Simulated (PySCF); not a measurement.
# `C=C[SiH2][SiH2]C(=C)C`, C₅H₁₂Si₂

Molfile (atoms numbered from 1):
```
C5H12Si2
     RDKit          3D

 19 18  0  0  0  0  0  0  0  0999 V2000
    3.4434    0.3964    0.2800 C   0  0  0  0  0  0  0  0  0  0  0  0
    2.1995    0.2884    0.7182 C   0  0  0  0  0  0  0  0  0  0  0  0
    1.1833   -1.2970    0.7107 Si  0  0  0  0  0  4  0  0  0  0  0  0
   -0.5637   -1.0598   -0.7974 Si  0  0  0  0  0  4  0  0  0  0  0  0
   -1.6502    0.3955   -0.2646 C   0  0  0  0  0  0  0  0  0  0  0  0
   -1.6351    1.5629   -0.8926 C   0  0  0  0  0  0  0  0  0  0  0  0
   -2.5013    0.1792    0.9500 C   0  0  0  0  0  0  0  0  0  0  0  0
    3.9849   -0.4578   -0.0939 H   0  0  0  0  0  0  0  0  0  0  0  0
    3.9848    1.3309    0.2735 H   0  0  0  0  0  0  0  0  0  0  0  0
    1.7050    1.1839    1.0790 H   0  0  0  0  0  0  0  0  0  0  0  0
    2.0802   -2.4172    0.3979 H   0  0  0  0  0  0  0  0  0  0  0  0
    0.7231   -1.5143    2.0943 H   0  0  0  0  0  0  0  0  0  0  0  0
   -0.1246   -0.8027   -2.1762 H   0  0  0  0  0  0  0  0  0  0  0  0
   -1.4294   -2.2495   -0.8501 H   0  0  0  0  0  0  0  0  0  0  0  0
   -1.0269    1.7297   -1.7661 H   0  0  0  0  0  0  0  0  0  0  0  0
   -2.2317    2.4036   -0.5678 H   0  0  0  0  0  0  0  0  0  0  0  0
   -3.0484    1.0812    1.2196 H   0  0  0  0  0  0  0  0  0  0  0  0
   -3.2173   -0.6207    0.7640 H   0  0  0  0  0  0  0  0  0  0  0  0
   -1.8855   -0.1234    1.7968 H   0  0  0  0  0  0  0  0  0  0  0  0
  1  2  2  0
  2  3  1  0
  3  4  1  0
  4  5  1  0
  5  6  2  0
  5  7  1  0
  1  8  1  0
  1  9  1  0
  2 10  1  0
  3 11  1  0
  3 12  1  0
  4 13  1  0
  4 14  1  0
  6 15  1  0
  6 16  1  0
  7 17  1  0
  7 18  1  0
  7 19  1  0
M  END
```

The calculation used PySCF 2.14.0, GIAO PBE/pcSseg-1 magnetisability, rotational g tensor and spin-rotation constants, non-relativistic, gas phase. Geometry: GFN2-xTB.

(1) Give the nuclear spin-rotation constants along the inertial axes (H = +C I·J) beside the isotropic shieldings.

(2) How do the rotational constants and the g tensor change when H8, H9, H10, H11, H12, H13, H14, H15, H16, H17, H18, H19 are replaced by deuterium?

## Answers

(1) Rotational constants 2.5803, 0.9292, 0.8418 GHz. A star marks the isotopologue with that one atom substituted, in its own axes.
| atom | isotope | Caa (kHz) | Cbb (kHz) | Ccc (kHz) | mean (kHz) | σ (ppm) |
| --- | --- | --- | --- | --- | --- | --- |
| H8 | 1H | -0.094 | -0.013 | -0.050 | -0.052 | 25.4 |
| H9 | 1H | -0.201 | 0.072 | -0.090 | -0.073 | 25.3 |
| H10 | 1H | -0.132 | 0.007 | -0.053 | -0.059 | 25.2 |
| H11 | 1H | -0.073 | -0.034 | -0.066 | -0.058 | 27.5 |
| H12 | 1H | -0.225 | -0.077 | 0.029 | -0.091 | 27.0 |
| H13 | 1H | -0.235 | -0.077 | 0.028 | -0.095 | 27.4 |
| H14 | 1H | -0.157 | 0.017 | -0.081 | -0.073 | 27.3 |
| H15 | 1H | -0.194 | -0.073 | 0.031 | -0.079 | 25.9 |
| H16 | 1H | -0.089 | -0.018 | -0.049 | -0.052 | 25.6 |
| H17 | 1H | -0.163 | -0.038 | -0.068 | -0.089 | 29.6 |
| H18 | 1H | -0.149 | -0.017 | -0.090 | -0.085 | 29.5 |
| H19 | 1H | -0.093 | -0.098 | -0.033 | -0.075 | 29.4 |
| C1 | 13C* | 0.785 | 0.434 | 0.189 | 0.470 | 41.8 |
| C2 | 13C* | 0.818 | 0.430 | 0.177 | 0.475 | 45.1 |
| Si3 | 29Si* | -1.447 | -0.477 | -0.508 | -0.811 | 410.9 |
| Si4 | 29Si* | -1.472 | -0.532 | -0.471 | -0.825 | 404.1 |
| C5 | 13C* | 0.714 | 0.340 | 0.335 | 0.463 | 34.5 |
| C6 | 13C* | 0.760 | 0.273 | 0.319 | 0.451 | 49.0 |
| C7 | 13C* | 0.447 | 0.164 | 0.123 | 0.245 | 152.8 |

For the geometry as given, no vibrational averaging.

(2) Constants 2.0695, 0.7952, 0.7225 GHz; g -0.0270, -0.0120, -0.0080, against -0.0332, -0.0140, -0.0094 before.
